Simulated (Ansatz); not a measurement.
Ansatz (a quantum-chemistry and plane-wave program) input (B3LYP/6-31G* with LANL2DZ past Ar): The .json file joins the Basis Set Exchange's 6-31G* for atoms up to Ar and LANL2DZ past it.

Ansatz 0.2 input:
```yaml
crystal:
  periodic: [false, false, false]
  atoms:
    - {symbol: Sn, position_ang: [-0.17557986, -0.06431714, 0.30512918]}
    - {symbol: F, position_ang: [1.73841558, 0.14060013, 0.25271040]}
    - {symbol: F, position_ang: [-0.23833343, -1.28266633, -1.18477168]}
    - {symbol: F, position_ang: [-0.52463850, 1.49938361, -0.76310083]}
basis:
  gaussian:
    orbitals: 6-31Gs+LANL2DZ.json
hamiltonian:
  xc: {name: B3LYP}
total_charge: -1
phonons: {temperatures: {t_min: 298.15, t_max: 298.15, t_step: 100}}
```

Task: Which harmonic wavenumbers does it give?

Result: 179, 179, 239, 507, 507, 538 cm⁻¹ (unscaled; negative means imaginary).
